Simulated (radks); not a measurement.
The iron ion Fe14+, configuration [Ne] 3s2 (the NIST ground configuration).

Method: scalar-relativistic Kohn-Sham, PBE, spin-unpolarised, spherical densities, point nucleus; computed with a radial shooting solver on a logarithmic mesh with Libxc functionals.

Energy parts (eV):
total: -32199.932
kinetic: 32625.598
electron-nucleus: -71153.116
Hartree: 7493.332
exchange-correlation: -1165.745

Orbitals (lengths in bohr, moments of r in powers of bohr; r(90%) holds 90 % of the orbital's charge):
orbital	occ.	eigenvalue (eV)	<r^4>	<r^2>	r(90%)
1s	2	-7447.877	0.00005419	0.004591	0.104
2s	2	-1246.793	0.01153	0.08185	0.407
2p	6	-1129.164	0.008627	0.06577	0.378
3s	2	-441.5604	0.4099	0.5282	0.991

The highest occupied level is 3s at -441.56 eV. For comparison, the ionisation energy in NIST's Atomic Spectra Database is 456.2 eV (measured). In exact Kohn-Sham theory the highest level is minus the ionisation energy, but local and semilocal functionals leave it too shallow, through self-interaction and a potential that decays too fast; potentials with the right tail come closer. The density falls to 0.001 e/bohr^3 at r = 1.54 bohr. Summed over all electrons, <r^2> = 1.624 bohr^2, which gives a Langevin (diamagnetic) susceptibility term of -1.29 x 10^-6 cm^3/mol.
